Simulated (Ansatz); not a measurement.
## From F to I: the dipole moment

One atom is swapped for its congeners: GeH2F `[F][GeH2]`; GeH2Cl `[Cl][GeH2]`; GeH2Br `[GeH2][Br]`; GeH2I `[GeH2][I]`. All are doublets with charge 0.

Shapes, held fixed at every level: PBE0-D4/def2-TZVP. Programs: Ansatz 0.2.0. Values in D.

Question: How should the dipole moment change along the series?

Answer: At wB97M-V/def2-TZVPP the dipole moment falls at every step, from 2.05 to 1.40 D. Every level shows the same order. Open shells run unrestricted unless RO is named. For atoms past krypton def2 sets carry core potentials with scalar relativity. Relativity is left out for Br, Ge unless named.

```tsv
level	GeH2F	GeH2Cl	GeH2Br	GeH2I
PBE-D4/def2-TZVPP	1.83	1.58	1.44	1.04
r2SCAN-D4/def2-TZVPP	1.92	1.71	1.59	1.19
B3LYP-D4/def2-TZVPP	2.02	1.72	1.60	1.19
wB97M-V/def2-TZVPP	2.05	1.83	1.75	1.40
```
